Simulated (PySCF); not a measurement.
Two-component Hartree-Fock for Pr⁵⁰⁺ (praseodymium, charge +50)

Start: [He] 2s2 2p5; 2p1/2 filled at m_j = +1/2; 2p3/2 filled at m_j = -3/2, -1/2, +1/2, +3/2. Calculated with PySCF 2.14 in an uncontracted even-tempered set (17 s from 30 bohr⁻², ratio 2.4; 13 p from 38 bohr⁻², ratio 2.4; 5 d from 140 bohr⁻², ratio 2.6; 4 f from 210 bohr⁻², ratio 2.6): generalised Hartree-Fock with the X2C-1e Hamiltonian and a Gaussian nucleus; one run each with spin-orbit coupling (SO) screened by Boettger's factors, then bare. This is a chosen level, not necessarily the ground level.

```
spinor shell  electrons  ε, screened SO (eV)  ε, bare SO (eV)  weight of nominal j (bare SO)  rms radius, bare SO (bohr)
       1s1/2          2             -46149.0         -46149.3                          1.000                      0.0274
       2s1/2          2             -10471.1         -10471.2                          1.000                       0.108
       2p1/2          1             -10181.8         -10196.1                          1.000                      0.0926
       2p3/2          4              -9654.3          -9649.2                          1.000                      0.0982
```

```csv
quantity,screened SO,bare SO
E (hartree),-6375.73687,-6375.49541
M_J,1/2,1/2
⟨J²⟩,0.750,0.750
⟨L²⟩,2.006,2.007
⟨S²⟩,0.756,0.757
```

Each row is a mean over spinors that exchange with the open shell spreads, by up to 16.516 eV (2p3/2).

Breit and QED terms are absent; they matter most for the inner s and p1/2 levels.

Densities and radii are taken from the X2C orbitals without a picture-change correction, which distorts them close to the nucleus.
